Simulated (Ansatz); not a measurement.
Z-matrix (Å, degrees):
```
Si
F 1 1.596
Br 1 2.211 2 108.9
H 1 1.491 2 107.1 3 -117.2
```

The species carries charge 0 and has multiplicity 2.

Problem. List the PBE/def2-TZVPP orbital energies in eV (the Gaussian-basis code of Ansatz). (Best estimate.)

Solution. The calculation gave: α occupied: -13089.35, -1781.79, -1682.48, -1516.85, -1516.79, -1516.78, -660.44, -229.27, -171.43, -171.24, -171.23, -139.31, -96.11, -96.08, -96.01, -68.10, -68.05, -68.04, -67.90, -67.90, -30.13, -19.85, -13.86, -11.43, -11.12, -10.91, -9.16, -8.04, -7.79, -5.59. α empty: -1.05, -0.90, 0.59, 2.54, 3.32, 3.46, 3.77, 4.16. β occupied: -13089.34, -1781.72, -1682.47, -1516.84, -1516.78, -1516.78, -660.39, -229.26, -171.41, -171.23, -171.22, -139.22, -96.02, -95.97, -95.89, -68.08, -68.03, -68.02, -67.89, -67.89, -30.03, -19.76, -13.60, -11.21, -11.04, -10.68, -8.96, -7.86, -7.73. β empty: -3.91, -0.60, -0.54, 1.10, 2.80, 3.52, 3.89, 4.11. ⟨S²⟩ = 0.752.
